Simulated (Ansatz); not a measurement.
`C[CH](C)[MgH]` + H₂ → `C[CH2][MgH]` + CH₄ at 298.15 K and 1 bar (hydrogenolysis of a C–C bond).

Calculated with Ansatz (gas phase, PBE0-D4/def2-TZVP geometries, no zero-point term in ΔE). CBS: MP2 limit from def2 TZ/QZ plus the TZ coupled-cluster correction, frozen cores. This one scheme is used for every species. For Mg outer-core shells are correlated without core-valence functions, which leaves a few kJ/mol of doubt a bond.

```tsv
species	CCSD(T)/CBS energy (Eh)	H − E (kJ/mol)	S (J/(mol·K))
`C[CH](C)[MgH]`	-318.83443	273.8	328.1
H₂	-1.17544	35.1	130.4
`C[CH2][MgH]`	-279.57780	196.2	296.7
CH₄	-40.46206	127.4	186.2
```

H − E and S are ideal-gas, rigid-rotor, harmonic terms from PBE0-D4/def2-TZVP. The MP2-based limit puts H₂ 0.8 mEh under its directly extrapolated value; such offsets cancel only in part. 1 Eh = 2625.50 kJ/mol, R = 8.31446 J/(mol·K).

Question: By hand: ΔE, ΔH, ΔS and ΔG.

Answer: ΔE = (-279.57780) + (-40.46206) − (-318.83443) − (-1.17544) = -0.02999 Eh = -78.7 kJ/mol. Δ(H − E) = 196.2 + 127.4 − 273.8 − 35.1 = 14.7, so ΔH = -64.0 kJ/mol. ΔS = 296.7 + 186.2 − 328.1 − 130.4 = 24.4 J/(mol·K). ΔG = -64.0 − 298.15 × (24.4)/1000 = -71.3 kJ/mol.

Question: By hand: the equilibrium constant, and the temperature at which ΔG would vanish if ΔH and ΔS stayed fixed.

Answer: log₁₀ K = −ΔG/(RT ln 10) = 12.5. ΔH and −TΔS have one sign here, so there is no such temperature.

ΔH outweighs TΔS. A doubt of 5 kJ/mol in ΔE shifts log₁₀ K by 0.9 here. These are equilibria of isolated gas molecules and say nothing of rates. Largest T1 diagnostic: 0.009 (customary marks: 0.02 for closed shells, 0.045 for open ones).
